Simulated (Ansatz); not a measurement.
`C[SiH](F)Cl` + `BS` → `BS[SiH](C)Cl` + H–F at 700 K and 1 bar (ligand exchange at the Si–F bond).

Calculated with Ansatz (gas phase, PBE0-D4/def2-TZVP geometries, no zero-point term in ΔE). CBS: MP2 limit from def2 TZ/QZ plus the TZ coupled-cluster correction, frozen cores. This one scheme is used for every species. One conformer a species, not always the lowest.

```csv
species,CCSD(T)/CBS energy (Eh),H − E (kJ/mol),S (J/(mol·K))
`C[SiH](F)Cl`,-889.24457,194.0,410.2
`BS`,-424.38198,115.9,297.3
`BS[SiH](C)Cl`,-1213.19788,272.5,501.2
H–F,-100.39570,45.2,198.5
```

H − E and S are ideal-gas, rigid-rotor, harmonic terms from PBE0-D4/def2-TZVP, for one conformer and one mirror image of each species. 1 Eh = 2625.50 kJ/mol, R = 8.31446 J/(mol·K).

**Question.** By hand: ΔE, ΔH, ΔS and ΔG.

**Answer.** ΔE = (-1213.19788) + (-100.39570) − (-889.24457) − (-424.38198) = 0.03297 Eh = 86.6 kJ/mol. Δ(H − E) = 272.5 + 45.2 − 194.0 − 115.9 = 7.8, so ΔH = 94.4 kJ/mol. ΔS = 501.2 + 198.5 − 410.2 − 297.3 = -7.8 J/(mol·K). ΔG = 94.4 − 700 × (-7.8)/1000 = 99.9 kJ/mol.

**Question.** By hand: the equilibrium constant, and the temperature at which ΔG would vanish if ΔH and ΔS stayed fixed.

**Answer.** log₁₀ K = −ΔG/(RT ln 10) = -7.5. ΔH and −TΔS have one sign here, so there is no such temperature.

The number of gas molecules stays the same, so ΔS is small and ΔH decides. A doubt of 5 kJ/mol in ΔE shifts log₁₀ K by 0.4 here. Other conformers and mirror images would add mixing entropy, several J/(mol·K) or more a flexible species. Modes under 60 cm⁻¹, often nearly free rotors, make the harmonic entropy too high. These are equilibria of isolated gas molecules and say nothing of rates. Largest T1 diagnostic: 0.015 (customary marks: 0.02 for closed shells, 0.045 for open ones).

ΔS is within the doubt of such terms, so its sign, and with it that verdict, could turn.
